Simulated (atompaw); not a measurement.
# Which change was made? (P, PAW (atompaw))

```json
{"Element": "P", "Generator": "atompaw 4.2.0.5", "Type": "PAW", "Functional": "LDA (PW92)", "Relativity": "scalar-relativistic", "Frozen core": "[Ne]", "Valence charge": "5", "Reference configuration": "3s2 3p3", "Partial waves": "3s (bound): rc 1.75 bohr; 3s channel at 0.05 Ry: rc 1.75 bohr; 3p (bound): rc 1.95 bohr; 3p channel at 1.3 Ry: rc 1.95 bohr", "Local potential": "vpsmatchnc scheme with l = 2 at 1 Ry, radius 1.85 bohr", "Core correction": "smooth core density matched at 1.60 bohr", "Augmentation charge": "sinc compensation charge, radius 1.85 bohr; PAW radius 1.95 bohr; waves and projectors: custom rrkj vanderbiltortho"}
```

Cutoffs, loose and tight: the cutoffs (Ry, on a coarse ladder) from which the occupation-weighted sum of valence levels, in a spherical-Bessel basis at the reference potential, stays within 10 and 1 mRy of its value at 400 Ry. They see the waves, projectors and local potential, not the compensation charge or the core.

The base gives: outcome: generated; cutoff, loose: 12 Ry; cutoff, tight: 21 Ry; bound ghosts: none.

(1) After one change the result is: outcome: generated; cutoff, loose: 25 Ry; cutoff, tight: 40 Ry; bound ghosts: none. Which change was it?
A. augmentation sinc compensation charge, radius 1.16 bohr; PAW radius 1.95 bohr; waves and projectors: custom rrkj vanderbiltortho
B. wave 3p (bound): rc 1.95 bohr becomes 3p (bound): rc 1.22 bohr
C. all radii scaled by about 0.88 (s 1.54, p 1.72 bohr); local potential vpsmatchnc scheme with l = 2 at 1 Ry, radius 1.62 bohr; augmentation sinc compensation charge, radius 1.62 bohr; PAW radius 1.72 bohr; waves and projectors: custom rrkj vanderbiltortho; core correction smooth core density matched at 1.40 bohr

Answers

(1) B. The others give: augmentation sinc compensation charge, radius 1.16 bohr; PAW radius 1.95 bohr; waves and projectors: custom rrkj vanderbiltortho → outcome: generated, no UPF (negative core plus compensation charge); cutoff, loose: 12 Ry; cutoff, tight: 21 Ry; bound ghosts: none | all radii scaled by about 0.88 (s 1.54, p 1.72 bohr); local potential vpsmatchnc scheme with l = 2 at 1 Ry, radius 1.62 bohr; augmentation sinc compensation charge, radius 1.62 bohr; PAW radius 1.72 bohr; waves and projectors: custom rrkj vanderbiltortho; core correction smooth core density matched at 1.40 bohr → outcome: generated; cutoff, loose: 15 Ry; cutoff, tight: 25 Ry; bound ghosts: none.
